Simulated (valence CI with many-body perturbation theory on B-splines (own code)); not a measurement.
## Al IX: electric-dipole lines

Level of theory: relativistic CI+MBPT: three valence electrons over a frozen Dirac-Fock core [He], radial functions for each j: 11 s, 11 p, 9 d, 7 f, 5 g, 2 h, 1 i, with the one-electron correlation potential Σ1 (screened to all orders), the two-electron term Σ2, the three-electron term Σ3, Breit, model QED; selected single and double excitations, second order for the rest, scaled by the run's own slope (own B-spline code, finite nucleus).

No measured levels were compared; by estimate levels of excited configurations hold to 0.05 to 0.15 % of their energy, terms of the ground configuration to about 0.5 %.

Lines 151 to 200 of 240 in falling wavelength, among levels below 242.21 eV, chosen from the strongest by gf and those to the six lowest levels. Wavelengths and rates use the calculated energies, so an error of 300 cm⁻¹ moves a line at 63.64 Å by 0.019 % and its rate by three times that or more. Electric multipoles are in the length gauge, E1 and E2 with the static RPA response of the core. Weak lines are less certain than strong ones. Lines between different terms over intervals too small for the method are left out, as are lines whose strength nearly cancels. Where a level lies close to another of its J and parity, the split of strength between their lines is uncertain. The highest levels of a list are the least certain.

Letters in brackets count levels of one name in rising energy.

```
λ vac (Å)                 Upper           Lower   A (s⁻¹)  S (a.u.)
    63.64  2s 2p 3d 2F°_5/2 [a]   2s 2p2 2D_3/2  5.89e+11  4.50e-01
    63.64  2s 2p 3d 2F°_5/2 [a]   2s 2p2 2D_5/2  5.51e+10  4.21e-02
    63.52  2s 2p 3d 2F°_7/2 [a]   2s 2p2 2D_5/2  6.68e+11  6.76e-01
    63.27      2s 2p 3d 2P°_3/2   2s 2p2 2D_5/2  1.11e+10  5.55e-03
    63.04  2s 2p 3d 2D°_3/2 [b]   2s 2p2 2P_3/2  1.16e+11  5.73e-02
    63.02  2s 2p 3d 2D°_5/2 [b]   2s 2p2 2P_3/2  7.16e+11  5.31e-01
    62.92  2s 2p 3d 2D°_3/2 [b]   2s 2p2 2P_1/2  5.87e+11  2.89e-01
    61.28      2s 2p 3d 4F°_3/2   2s 2p2 4P_5/2  1.35e+08  6.14e-05
    61.25      2s 2p 3d 4F°_5/2   2s 2p2 4P_5/2  1.86e+09  1.26e-03
    61.19      2s 2p 3d 4F°_7/2   2s 2p2 4P_5/2  7.84e+09  7.10e-03
    61.19      2s 2p 3d 4F°_3/2   2s 2p2 4P_3/2  1.54e+09  6.96e-04
    61.15      2s 2p 3d 4F°_5/2   2s 2p2 4P_3/2  4.62e+09  3.13e-03
    61.13      2s 2p 3d 4F°_3/2   2s 2p2 4P_1/2  1.25e+09  5.64e-04
    61.09         2s2 3d 2D_3/2  2s2 2p 2P°_3/2  1.10e+11  4.95e-02
    61.07         2s2 3d 2D_5/2  2s2 2p 2P°_3/2  6.59e+11  4.45e-01
    60.90         2s2 3d 2D_3/2  2s2 2p 2P°_1/2  5.53e+11  2.47e-01
    60.66      2s 2p 3d 4D°_3/2   2s 2p2 4P_5/2  1.75e+10  7.69e-03
    60.64      2s 2p 3d 4D°_5/2   2s 2p2 4P_5/2  1.21e+11  7.99e-02
    60.60      2s 2p 3d 4D°_7/2   2s 2p2 4P_5/2  1.00e+12  8.82e-01
    60.58      2s 2p 3d 4D°_1/2   2s 2p2 4P_3/2  1.24e+11  2.71e-02
    60.57  2s 2p 3d 2D°_3/2 [a]   2s 2p2 4P_5/2  3.28e+09  1.44e-03
    60.57      2s 2p 3d 4D°_3/2   2s 2p2 4P_3/2  4.44e+11  1.95e-01
    60.56  2s 2p 3d 2D°_5/2 [a]   2s 2p2 4P_5/2  6.60e+10  4.34e-02
    60.55      2s 2p 3d 4D°_5/2   2s 2p2 4P_3/2  7.83e+11  5.15e-01
    60.51      2s 2p 3d 4D°_1/2   2s 2p2 4P_1/2  8.87e+11  1.94e-01
    60.51      2s 2p 3d 4D°_3/2   2s 2p2 4P_1/2  5.09e+11  2.23e-01
    60.48  2s 2p 3d 2D°_3/2 [a]   2s 2p2 4P_3/2  1.84e+10  8.05e-03
    60.47  2s 2p 3d 2D°_5/2 [a]   2s 2p2 4P_3/2  4.08e+10  2.67e-02
    60.42  2s 2p 3d 2D°_3/2 [a]   2s 2p2 4P_1/2  8.75e+09  3.81e-03
    60.35      2s 2p 3d 4P°_5/2   2s 2p2 4P_5/2  4.97e+11  3.23e-01
    60.32  2s 2p 3s 2P°_3/2 [b]   2s 2p2 4P_5/2  5.18e+10  2.24e-02
    60.31      2s 2p 3d 4P°_3/2   2s 2p2 4P_5/2  2.24e+11  9.70e-02
    60.26      2s 2p 3d 4P°_5/2   2s 2p2 4P_3/2  4.33e+10  2.81e-02
    60.24  2s 2p 3s 2P°_1/2 [b]   2s 2p2 4P_3/2  1.75e+09  3.77e-04
    60.23  2s 2p 3s 2P°_3/2 [b]   2s 2p2 4P_3/2  2.68e+10  1.16e-02
    60.22      2s 2p 3d 4P°_3/2   2s 2p2 4P_3/2  1.24e+11  5.35e-02
    60.20      2s 2p 3d 4P°_1/2   2s 2p2 4P_3/2  5.01e+11  1.08e-01
    60.17  2s 2p 3s 2P°_1/2 [b]   2s 2p2 4P_1/2  8.13e+08  1.75e-04
    60.17  2s 2p 3s 2P°_3/2 [b]   2s 2p2 4P_1/2  2.77e+10  1.19e-02
    60.16      2s 2p 3d 4P°_3/2   2s 2p2 4P_1/2  1.03e+11  4.44e-02
    60.14      2s 2p 3d 4P°_1/2   2s 2p2 4P_1/2  4.84e+10  1.04e-02
    59.76  2s 2p 3d 2F°_7/2 [b]   2s 2p2 2D_5/2  4.96e+11  4.18e-01
    59.76  2s 2p 3d 2F°_5/2 [b]   2s 2p2 2D_3/2  4.87e+11  3.08e-01
    59.76  2s 2p 3d 2F°_5/2 [b]   2s 2p2 2D_5/2  3.44e+10  2.17e-02
    59.46  2s 2p 3d 2F°_5/2 [a]   2s 2p2 4P_5/2  6.68e+06  4.16e-06
    59.39  2s 2p 3d 2D°_3/2 [b]   2s 2p2 2D_3/2  7.81e+10  3.23e-02
    59.39  2s 2p 3d 2D°_3/2 [b]   2s 2p2 2D_5/2  7.72e+09  3.19e-03
    59.37  2s 2p 3d 2D°_5/2 [b]   2s 2p2 2D_5/2  7.17e+10  4.44e-02
    59.36  2s 2p 3d 2F°_7/2 [a]   2s 2p2 4P_5/2  1.62e+07  1.33e-05
    59.14      2s 2p 3d 2P°_3/2   2s 2p2 4P_5/2  1.70e+07  6.92e-06
```
